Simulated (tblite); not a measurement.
Species: C7H11As.
Cartesian coordinates in Å at the GFN2-xTB level; atoms count from 1:
```xyz
19
C7H11As angstrom
C      1.249   -0.428    2.526
C      1.230   -0.063    1.386
C      1.203    0.378    0.003
C      0.028    1.339   -0.230
C     -1.330    0.718    0.084
C     -1.715   -0.383   -0.894
As    -0.468   -1.924   -0.884
C      1.177   -0.821   -0.950
H      1.273   -0.741    3.527
H      2.134    0.938   -0.177
H      0.046    1.670   -1.273
H      0.169    2.217    0.406
H     -1.307    0.315    1.101
H     -2.090    1.507    0.059
H     -1.741    0.018   -1.914
H     -2.724   -0.742   -0.668
H     -0.469   -2.063    0.615
H      1.284   -0.460   -1.980
H      2.040   -1.464   -0.745
```

Computed with GFN2-xTB (tblite): harmonic, unscaled wavenumbers at the GFN2-xTB geometry, gas phase. Errors from tens to a few hundred cm⁻¹ against measured bands are possible. Modes of hydrogen on arsenic can be 10 to 20 % off. One conformer, not necessarily the lowest.

Harmonic wavenumbers (cm⁻¹): 96.1, 107.4, 167.3, 220.2, 252.8, 308.2, 331.4, 422.6, 470.5, 534.5, 546.0, 594.0, 658.6, 666.4, 671.4, 714.3, 805.0, 842.5, 843.7, 908.2, 930.3, 997.7, 1025.1, 1068.7, 1097.2, 1152.5, 1162.2, 1183.2, 1213.8, 1249.8, 1272.4, 1292.8, 1311.0, 1349.8, 1358.7, 1448.0, 1455.2, 1481.1, 1489.1, 1912.0, 2284.7, 2855.6, 2900.4, 2905.7, 2926.0, 2930.4, 2933.2, 2946.9, 2957.7, 2966.4, 3391.9.

A = 2028, B = 1183, C = 980.5 MHz; mass 170.008 u (most abundant isotopes); point group C1, symmetry number 1.

**Question.** Zero-point energy?

**Answer.** ½Σν̃ = 33805 cm⁻¹ = 96.65 kcal/mol.

**Question.** What is S at 200 K and 1 bar for an ideal gas of classical rigid rotors and harmonic oscillators?

**Answer.** Translation 39.34, rotation 28.11, vibration 12.64: S = 80.1 cal/(mol K).

**Question.** And Cp and H(200 K) − H(0)?

**Answer.** Cp = 25.58 cal/(mol K), of which vibrations give 17.64 (their classical limit is 51 R = 101.3); H(200 K) − H(0) = 3.13 kcal/mol without the zero-point energy, 1.54 from vibrations.

**Question.** Blend soft modes into free rotors: weight 1/[1 + (100 cm⁻¹/ν̃)⁴] for the oscillator and the rest for a rotor with moment μB/(μ + B), μ = h/(8π²ν), B = 10⁻⁴⁴ kg m². What vibrational entropy results?

**Answer.** 12.50 cal/(mol K) in place of 12.64, which changes −T·S at 200 K by +0.03 kcal/mol.

**Question.** How do the functions run with temperature in this model?

**Answer.** 
```csv
T (K),S (cal/(mol K)),Cp (cal/(mol K)),H − H(0) (kcal/mol),G − H(0) (kcal/mol),ln q(vib)
50,57.5,10.6,0.44,-2.44,0.12
100,66.3,15.5,1.09,-5.54,0.72
298.15,92.3,36.4,6.17,-21.35,4.49
373.15,101.3,44.3,9.20,-28.61,6.15
500,116.0,55.7,15.57,-42.40,9.07
750,141.8,71.6,31.64,-74.71,14.89
1000,163.9,81.9,50.91,-112.99,20.48
```

q(vib) and H(0) count from the zero-point level.

**Question.** What must be added to the electronic energy to get the Gibbs energy at 200 K and 1 bar?

**Answer.** ZPE + [H(200 K) − H(0)] − T·S = 96.65 + 3.13 − 16.02 = 83.76 kcal/mol.

**Question.** Which modes carry the vibrational entropy at 200 K?

**Answer.** 96.1 cm⁻¹: 2.76; 107.4 cm⁻¹: 2.55; 167.3 cm⁻¹: 1.73; 220.2 cm⁻¹: 1.27; 252.8 cm⁻¹: 1.05; 308.2 cm⁻¹: 0.77 cal/(mol K); the other 45 give 2.51 together.

Hindered rotation and anharmonicity are outside this model. Other conformers, if any are populated, would add a mixing term that is left out. The structure is chiral; the term R ln 2 for an equal mix with its mirror image is left out.

The run took 1.2 s on Arm Neoverse N1, one thread, shared host with 64 logical CPUs at a one-minute load of 36. This covers the Hessian and the dipole derivatives.
